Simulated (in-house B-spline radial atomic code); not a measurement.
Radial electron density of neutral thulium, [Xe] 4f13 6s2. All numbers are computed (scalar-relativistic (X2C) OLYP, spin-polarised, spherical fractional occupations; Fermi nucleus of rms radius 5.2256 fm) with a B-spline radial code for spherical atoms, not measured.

One-electron X2C: radii and densities carry no picture-change correction, so inner-shell <1/r> comes out high (for 1s by about 2 % at Z = 33, 5 % at 54, 10 % at 75, 30 % at 118) and <r> low.

Columns: r (bohr), 4πr²n(r) (electrons per bohr), bar.

```
0.000459    2.975 #
0.000578    4.149 #
0.000727    5.753 ##
0.000915    7.946 ###
 0.00115    10.89 ####
 0.00145    14.87 #####
 0.00182       20 #######
 0.00229    26.66 #########
 0.00289    35.11 ############
 0.00363    45.09 ################
 0.00457    56.64 ####################
 0.00575    68.93 #########################
 0.00724    80.73 #############################
 0.00911    90.13 ################################
  0.0115    95.18 ##################################
  0.0144    94.55 ##################################
  0.0181    89.21 ################################
  0.0228    83.07 ##############################
  0.0287    82.67 #############################
  0.0362    92.94 #################################
  0.0455    110.7 #######################################
  0.0572    123.8 ############################################
   0.072    119.9 ###########################################
  0.0907    102.8 #####################################
   0.114    94.29 ##################################
   0.144    105.1 #####################################
   0.181    111.1 #######################################
   0.227    88.79 ################################
   0.286    58.25 #####################
    0.36       54 ###################
   0.453    62.63 ######################
    0.57    54.29 ###################
   0.717    34.17 ############
   0.903    20.25 #######
    1.14    13.94 #####
    1.43    9.269 ###
     1.8    4.796 ##
    2.26    2.047 #
    2.85   0.9985 
    3.58   0.6988 
    4.51   0.4585 
    5.67   0.2155 
    7.14  0.07217 
    8.99  0.01631 
    11.3 0.002071 
    14.2 0.0001252
```

On this grid the curve has 4 maxima, near 0.0115, 0.0572, 0.181, 0.453 bohr.

The 6s down radial function P(r) = rR(r), positive near the nucleus:

```csv
r (bohr),P
0.00029,0.007245
0.000459,0.01014
0.000727,0.01408
0.00115,0.01932
0.00182,0.02605
0.00289,0.03415
0.00457,0.04242
0.00724,0.04798
0.0115,0.04473
0.0181,0.02443
0.0287,-0.01804
0.0455,-0.06353
0.072,-0.05424
0.114,0.04401
0.181,0.09456
0.286,-0.0624
0.453,-0.1242
0.717,0.144
1.14,0.2004
1.8,-0.1868
2.85,-0.5224
4.51,-0.4704
7.14,-0.1899
11.3,-0.03233
```
